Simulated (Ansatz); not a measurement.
Basis sets compared for Au2Br. The state is a doublet with charge 0. Geometry PBE-D4/def2-TZVP. Ansatz on 4 threads of Arm Neoverse V2 on a shared host; times are rough, and most runs start from earlier orbitals.

```xyz
3

Au    0.210    0.090   -0.312
Au   -1.386   -1.842   -0.780
Br    1.177    1.752    1.092
```

In the def2 sets Au takes a core potential; there is no spin–orbit coupling. The structure comes from a short search, and lower isomers may exist.

Binding counts from free atoms (Au doublet, Br doublet) in the same basis, without a counterpoise term.

```tsv
level	functions	energy (Eh)	HOMO (eV)	LUMO (eV)	binding per atom (eV)	wall time
PBE-D4/def2-SVP	96	-2845.0414	-6.51	-6.27	1.40	1.8 s
PBE-D4/def2-TZVP	128	-2845.3702	-6.59	-6.32	1.43	2.9 s
r2SCAN-D4/def2-TZVP	128	-2845.7676	-6.79	-6.28	1.42	6.5 s
PBE0-D4/def2-SVP	96	-2845.0263	-7.51	-5.58	1.21	2.6 s
PBE0-D4/def2-TZVP (with forces)	128	-2845.3547	-7.56	-5.60	1.25	9.5 s
```

Problem. Estimate the rows for PBE-D4/def2-TZVPD, r2SCAN-D4/def2-TZVPD, PBE0-D4/def2-TZVPD.

Solution. 
| level | functions | energy (Eh) | HOMO (eV) | LUMO (eV) | binding per atom (eV) | wall time |
| --- | --- | --- | --- | --- | --- | --- |
| PBE-D4/def2-TZVPD | 143 | -2845.3719 | -6.59 | -6.32 | 1.44 | 3.4 s |
| r2SCAN-D4/def2-TZVPD | 143 | -2845.7693 | -6.78 | -6.26 | 1.44 | 8 s |
| PBE0-D4/def2-TZVPD | 143 | -2845.3565 | -7.56 | -5.59 | 1.27 | 5 s |
